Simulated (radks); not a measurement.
Values are calculated unless marked as measured or tabulated.
Polarisability of the copper ion Cu2+, [Ar] 3d9, at imaginary frequency. Level of theory: scalar-relativistic Kohn-Sham, LDA (Slater exchange, Perdew-Wang correlation), spin-polarised, spherical densities, finite nucleus; open shells are filled with parallel spins first; Fermi nuclear charge, rms radius 3.8823 fm (a radial shooting solver on a logarithmic mesh with Libxc functionals). Response by self-consistent Sternheimer equations with the Hartree and adiabatic LDA kernel, the relativistic mass of each level held fixed and spin-orbit coupling left out.

w (hartree),alpha1(iw) (bohr^3)
0.00266,3.249
0.0143,3.248
0.0360,3.242
0.0697,3.224
0.118,3.177
0.186,3.079
0.280,2.901
0.413,2.620
0.605,2.245
0.892,1.811
1.35,1.358
2.12,0.9162
3.59,0.5191
6.94,0.2168
17.5,0.05006

Static values: alpha1 = 3.250 bohr^3 (0.4815 angstrom^3; uncoupled 4.127). C6 = 8.991, triple-dipole C9 = 19.19 atomic units. One-pole (London) frequency 4 C6 / (3 alpha1^2) = 1.135 hartree, against 1.083 for minus the highest occupied eigenvalue.
